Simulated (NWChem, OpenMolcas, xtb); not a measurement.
# A family of molecules: the dipole moment

Gas-phase molecules, one atom swapped for its congeners: Be(CH3)F (BeMeF); Be(CH3)Br (BeMeBr); Be(CH3)I (BeMeI). The Cl member is missing. All are singlets with charge 0.

Shapes, held fixed at every level: GFN2-xTB. Shapes from a cheap method are rough, which adds to the scatter. Programs: NWChem 7.3.0, OpenMolcas 26.06, xtb 6.7.1. A level may come from different programs for different species; with the same settings they agree closely. Values in D.

**Question.** How should the dipole moment change along the series?

**Answer.** At PBE0/def2-SVP the dipole moment isn't monotonic: it is largest for F and smallest for Br (1.32 and 0.96 D). 2 of 5 levels show this order throughout; 2 agree on the largest and the smallest. For atoms past krypton def2 sets carry core potentials with scalar relativity. All-electron rows are non-relativistic unless named. Relativity is left out for Br. Magnitudes only: a dipole under 1 D may point either way.

| level | Be(CH3)F | Be(CH3)Br | Be(CH3)I |
| --- | --- | --- | --- |
| GFN1-xTB | 1.49 | 0.81 | 0.28 |
| HF/STO-3G | 0.18 | 0.70 | 1.04 |
| HF/3-21G | 1.37 | 1.61 | 1.91 |
| HF/def2-SVP | 1.48 | 1.15 | 1.32 |
| PBE0/def2-SVP | 1.32 | 0.96 | 1.06 |
